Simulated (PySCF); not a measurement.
C2H8OSn, singlet, at a GFN2-xTB geometry (such geometries of metal compounds can be far from the true shape) (all electrons, no relativity), with bond 9-3 at 1.8 times its length.

Here is a job for PySCF.
```python
from pyscf import gto, scf, mcscf
import numpy

mol = gto.Mole()
mol.atom = '''
    Sn    0.944933    0.197061    0.213672
    O    -0.990077   -0.034584    0.130124
    C    -1.745313   -0.643842   -0.882728
    C    -3.214709   -0.526312   -0.515340
    H     1.703434   -1.295063    0.191741
    H     1.464312    1.108490   -1.090706
    H     1.011565    0.975118    1.662689
    H    -1.565604   -0.157094   -1.849475
    H    -1.253679   -2.547540   -1.067750
    H    -3.486402    0.521588   -0.424848
    H    -3.828481   -0.994691   -1.279820
    H    -3.392564   -1.012332    0.439736
'''
mol.basis = 'sto-3g'
mol.charge = 0
mol.spin = 0
mol.verbose = 3
mol.build()

mf = scf.RHF(mol)
mf.kernel()
mc = mcscf.CASSCF(mf, 7, 8)
mc.fix_spin_(ss=0.0)
mc.kernel()
occ = numpy.linalg.eigvalsh(mc.fcisolver.make_rdm1(mc.ci, mc.ncas, mc.nelecas))[::-1]
ss = mc.fcisolver.spin_square(mc.ci, mc.ncas, mc.nelecas)[0]
print('natural occupations', occ.round(4), ' <S^2>', round(ss, 4))
```

Q: What total energy does CASSCF(8,7)/STO-3G in PySCF give?

A: -6116.5399 Eh

Q: Estimate the SCF-reference dipole moment that CASSCF(8,7)/STO-3G returns for this input.

A: 2.11 D

Q: What is the computed SCF-reference Mulliken (on the basis functions themselves) charges in atom order (CASSCF(8,7)/STO-3G)?

A: Sn1 0.98, O2 -0.44, C3 0.10, C4 -0.19, H5 -0.18, H6 -0.19, H7 -0.18, H8 0.04, H9 -0.15, H10 0.07, H11 0.07, H12 0.07

Q: Estimate the number of basis functions that CASSCF(8,7)/STO-3G returns for this input.

A: 50

Q: What is the computed SCF-reference HOMO-LUMO gap (CASSCF(8,7)/STO-3G)?

A: 12.60 eV
